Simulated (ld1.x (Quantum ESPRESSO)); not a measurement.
# Plane-wave convergence, PAW potential for boron

- Element: boron
- Generator: ld1.x (Quantum ESPRESSO) 7.5
- Type: PAW
- Functional: PBE
- Relativity: scalar-relativistic
- Frozen core: [He]
- Valence charge: 3
- Reference configuration: 2s1.5 2p0 (charge +1.5)
- Partial waves: 2s (bound): rcut 1.05, rcutus 1.15 bohr; 2s channel at -1.35 Ry: rcut 1.05, rcutus 1.15 bohr; 2p (bound, empty): rcut 1.75, rcutus 1.85 bohr; 2p channel at -0.9 Ry: rcut 1.75, rcutus 1.85 bohr; 3d channel at 0.3 Ry: rcut 1.15, rcutus 1.50 bohr
- Local potential: all-electron potential smoothed inside 1.05 bohr (lloc = -1)
- Core correction: Bessel-smoothed model core inside 0.70 bohr
- Augmentation charge: PSQ, inside the norm-conserving radii

The pseudo-atom Hamiltonian at the reference potential is diagonalised in spherical Bessel functions j_l(qr) that vanish at 20 bohr, with q² up to the cutoff. All-electron valence levels (Ry): 2s -1.8659, 2p -1.4154.

Question: How do the lowest levels (Ry) of each channel move with the cutoff, and are there ghosts?

Answer:

```
cutoff (Ry)     s #1     s #2     p #1     d #1     f #1  Σ f·Δε (mRy)
          8  -1.8198  -0.5220  -1.3151  -0.3572  -0.1440          69.2
         10  -1.8297  -0.5238  -1.3628  -0.3582  -0.1440          54.3
         12  -1.8400  -0.5258  -1.3905  -0.3587  -0.1440          38.8
         15  -1.8490  -0.5277  -1.4089  -0.3590  -0.1440          25.4
         18  -1.8583  -0.5299  -1.4133  -0.3593  -0.1440          11.4
         21  -1.8620  -0.5308  -1.4149  -0.3594  -0.1440           5.9
         25  -1.8641  -0.5313  -1.4153  -0.3594  -0.1440           2.7
         30  -1.8654  -0.5316  -1.4153  -0.3595  -0.1440           0.7
         35  -1.8657  -0.5317  -1.4154  -0.3595  -0.1440           0.2
         40  -1.8658  -0.5317  -1.4154  -0.3596  -0.1440           0.2
        400  -1.8659  -0.5317  -1.4154  -0.3596  -0.1440           0.0
```

Result: no extra level below or beside the all-electron valence levels (s, p, d, f tested); 10 mRy is reached at 21 Ry and 1 mRy at 30 Ry.
